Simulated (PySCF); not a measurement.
A structure optimised at PBE0-D3(BJ)/def2-SVP, used in a PySCF frequency run:

```xyz
5

F     -1.1268    -1.8720     0.0000
Si    -0.8546    -0.2887     0.0000
Cl    -1.7238     0.4915     1.6645
Cl    -1.7238     0.4915    -1.6645
I      1.5229     0.0789     0.0000
```

Problem. Write its SMILES, formula and point group.

Solution. F[Si](Cl)(Cl)I, Cl2FISi, Cs

Problem. What are its rotational constants (standard atomic weights)?

Solution. 1.7842, 0.79739, 0.67982 GHz
